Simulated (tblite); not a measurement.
MoO4 (SMILES [O]=[Mo-2](=[O])(=[O])=[O]), charge -2, singlet, at a GFN2-xTB geometry (such geometries of metal compounds can be far from the true shape); GFN1-xTB run with tblite.

Input for tblite:
```
$ tblite run mol.xyz --method gfn1 --charge -2 --spin 0 --guess eeq --json tblite.json --no-restart

# file mol.xyz
5

Mo     0.00000000    -0.00000000     0.00000000
O      1.39196717    -0.30250817    -0.96057373
O      0.47788879     0.29669542     1.62338530
O     -0.83104508     1.37333660    -0.61245111
O     -1.03881088    -1.36752385    -0.05036046
```

Output, abridged:

```
xTB calculator
 | screened Coulomb repulsion
 | Coulomb electrostatics
 |  * isotropic Klopman-Ohno-Mataga-Nishimoto electrostatics
 |  * onsite third-order electrostatics
 | DFT-D3(BJ) dispersion correction

halogen bonding energy    0.0000000000000E+00 Eh
repulsion energy          8.5521191631795E-02 Eh
dispersion energy        -1.5431510179123E-03 Eh
number of electrons       3.2000000000000E+01 e
integral cutoff           4.0000000000000E+01 bohr

------------------------------------------------------------
  cycle        total energy    energy error   density error
------------------------------------------------------------
      1     -21.34729017178  -2.1431268E+01   6.4122735E-01
      2     -21.34732669869  -3.6526909E-05   3.8488490E-01
      3     -21.34734313210  -1.6433413E-05   4.3547572E-03
      4     -21.34734325888  -1.2678242E-07   2.6074444E-03
      5     -21.34734325676   2.1262352E-09   3.3280101E-04
      6     -21.34734326453  -7.7707405E-09   1.5507495E-07
------------------------------------------------------------

electronic energy        -2.1431321305143E+01 Eh
total energy             -2.1347343264529E+01 Eh

Post processing:
 | Mayer-Wiberg bond orders

[Info] JSON dump of results written to 'tblite.json'
```
